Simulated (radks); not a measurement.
Species: F II. Configuration: [He] 2s2 2p4.

Calculated with a radial shooting solver on a logarithmic mesh with Libxc functionals: scalar-relativistic Kohn-Sham, BLYP, spin-polarised, spherical densities, finite nucleus; open shells are filled with parallel spins first; Fermi nuclear charge, rms radius 2.8976 fm.

Energy parts (eV):
| part | energy |
|---|---|
| total | -2699.259 |
| kinetic | 2698.399 |
| electron-nucleus | -6325.175 |
| Hartree | 1196.571 |
| exchange-correlation | -269.055 |

Orbitals (lengths in bohr, moments of r in powers of bohr; <r^-3> diverges for s and p1/2; r(90%) holds 90 % of the orbital's charge):
| orbital | occ. | eigenvalue (eV) | <r^-3> | <r> | r(90%) |
|---|---|---|---|---|---|
| 1s up | 1 | -685.2586 | - | 0.1765 | 0.316 |
| 1s down | 1 | -683.6636 | - | 0.1761 | 0.315 |
| 2s up | 1 | -48.7990 | - | 0.9543 | 1.52 |
| 2s down | 1 | -44.9256 | - | 0.9755 | 1.56 |
| 2p up | 3 | -29.8769 | 9.362 | 0.9663 | 1.65 |
| 2p down | 1 | -26.0107 | 8.777 | 1.013 | 1.75 |

The highest occupied level is 2p down at -26.011 eV. Spin moment in Bohr magnetons: 2. For comparison, the ionisation energy in NIST's Atomic Spectra Database is 34.971 eV (measured). In exact Kohn-Sham theory the highest level is minus the ionisation energy, but local and semilocal functionals leave it too shallow, through self-interaction and a potential that decays too fast; potentials with the right tail come closer.
